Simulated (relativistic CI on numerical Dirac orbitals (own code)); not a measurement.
Computed by Dirac-Coulomb-Breit CI, separate exchange-only KLI orbitals for each configuration, a model potential for QED, unscaled Slater integrals (own radial code, finite nucleus).

The strongest absorption lines from the ground level of an ion, among the configurations computed and to levels below about 774 eV (vacuum wavelength in Å, gf): 17.886 (0.24), 17.937 (0.24), 18.052 (0.73), 18.079 (0.85), 18.156 (0.21), 46.932 (0.47), 49.682 (1.7), 52.525 (0.84).

Which ion is it?
A. In23+
B. I27+
C. Cs29+
D. I25+

B. I27+ has 26 electrons and the ground level 3s²3p⁶3d⁸ ³F4; the strongest line goes to 3s²3p⁵3d⁹ ³D°3. The pattern of lines fixes the number of electrons, and along that sequence the line energies rise steadily with the charge (about as its square where n changes within one kind of shell, about linearly where n is kept but much faster in heavy ions where fine structure, which grows about as Z⁴, sets the gap, and irregularly where shells cross), which fixes Z. Configurations outside the model, such as inner-shell arrays, can give stronger lines. At this charge energies of transitions that change n are usually good to better than 1 %, and those within a shell (Δn = 0) to a few per cent. Terms inside the open d or f shell come out 10 to 20 % too wide with unscaled integrals.

LS names give the leading component of a level, which can be under half, so a name can repeat, a term be missing and a line seem to break the LS rules.
